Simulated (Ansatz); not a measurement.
Reaction (hydrogenolysis of the Al–N bond): `[NH2][AlH][SiH2]S` + H₂ → `[AlH2][SiH2]S` + NH₃

Computed with Ansatz on PBE0-D4/def2-TZVP structures; ΔE is electronic, products minus reactants. CBS: MP2 limit from def2 TZ/QZ plus the TZ coupled-cluster correction, frozen cores. This one scheme is used for every species. One conformer a species, not always the lowest.

```csv
species,CCSD/def2-SVP energy (Eh)
`[NH2][AlH][SiH2]S`,-986.56892
H₂,-1.16345
`[AlH2][SiH2]S`,-931.35280
NH₃,-56.35105
```

(1) Work out ΔE.

(2) What do rigid-rotor, harmonic-oscillator terms from PBE0-D4/def2-TZVP frequencies (298.15 K, 1 bar) make of the CCSD(T)/CBS value? (Estimate.)

Largest T1 diagnostic among the species: 0.013.

Results:

(1) ΔE = (-931.35280) + (-56.35105) − (-986.56892) − (-1.16345) = 0.02852 Eh = +74.9 kJ/mol. CCSD(T)/CBS gives +83.5 kJ/mol.

(2) The calculation gave: ΔZPE = +11.6 kJ/mol, ΔH = +92.8 kJ/mol, ΔS = 26 J/(mol·K), ΔG = +85.0 kJ/mol. Modes under 50 cm⁻¹ make the entropy rough.

From r2SCAN to r2SCAN0 (25 % exact exchange), in def2-TZVPP and without D4, ΔE moves by −5.2 kJ/mol. At CCSD(T), def2-SVP lies −5.2 kJ/mol from the extrapolated value and def2-TZVPP −1.6 kJ/mol. In def2-TZVPP, CCSD(T) changes the Hartree–Fock value by +19.1 kJ/mol (the triples alone add +4.3 kJ/mol) and MP2 by +26.7 kJ/mol.
